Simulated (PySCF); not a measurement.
C2H10Cl2O2Si3, SMILES C[Si](O[SiH3])(C)O[SiH](Cl)Cl. Atoms are numbered in the order given.

```xyz
19

Si    -2.7976     1.2075     0.5316
O     -2.2254    -0.2493    -0.0255
Si    -0.9069    -1.1715    -0.4149
C     -1.3740    -2.3632    -1.7610
C     -0.2056    -1.9659     1.1196
O      0.2633    -0.1328    -1.0561
Si     1.4872     0.8040    -0.5320
Cl     3.1069    -0.3718    -0.0162
Cl     0.8852     1.8300     1.1688
H     -4.2757     1.2145     0.3541
H     -2.4774     1.3791     1.9768
H     -2.2028     2.3325    -0.2434
H     -1.7257    -1.8181    -2.6509
H     -2.1827    -3.0324    -1.4268
H     -0.5110    -2.9821    -2.0537
H      0.0269    -1.1979     1.8744
H      0.7259    -2.5076     0.8916
H     -0.9226    -2.6750     1.5629
H      1.8955     1.7693    -1.5646
```
Charge 0, spin multiplicity 1.

Coordinates come from a B3LYP-D3(BJ)/def2-SVP optimisation. This is a generated structure with no PubChem entry under its InChIKey; it may be hypothetical. The values are those of a single conformer.

Calculation: TDA-PBE0/def2-SVP (PySCF).

Vertical excitations. 

```
state  energy (eV)  λ (nm)      f                                                            main pairs
-----  -----------  ------  -----  --------------------------------------------------------------------
S1            7.69     161  0.008                                                        HOMO→LUMO 88 %
S2            8.04     154  0.002                                                      HOMO−1→LUMO 83 %
S3            8.23     151  0.006                                                      HOMO→LUMO+1 91 %
S4            8.31     149  0.008            HOMO−1→LUMO+1 54 %, HOMO−3→LUMO+1 16 %, HOMO−2→LUMO+1 10 %
S5            8.35     149  0.010                                                      HOMO→LUMO+2 77 %
S6            8.55     145  0.002                  HOMO→LUMO+3 58 %, HOMO−2→LUMO 15 %, HOMO→LUMO+2 10 %
S7            8.57     145  0.002                                HOMO−5→LUMO+1 69 %, HOMO−3→LUMO+1 16 %
S8            8.62     144  0.030                                HOMO−4→LUMO+1 57 %, HOMO−2→LUMO+1 23 %
S9            8.65     143  0.040  HOMO−2→LUMO 42 %, HOMO→LUMO+3 21 %, HOMO−3→LUMO 9 %, HOMO→LUMO+4 8 %
S10           8.77     141  0.027                                  HOMO−1→LUMO+2 46 %, HOMO−3→LUMO 17 %
T1            7.30     170      0                                                        HOMO→LUMO 77 %
T2            7.56     164      0                                                      HOMO−1→LUMO 75 %
T3            7.74     160      0            HOMO−3→LUMO+1 36 %, HOMO−1→LUMO+1 35 %, HOMO−2→LUMO+1 17 %
T4            7.90     157      0                                                    HOMO−4→LUMO+1 73 %
```
Triplets are in the Tamm–Dancoff approximation.
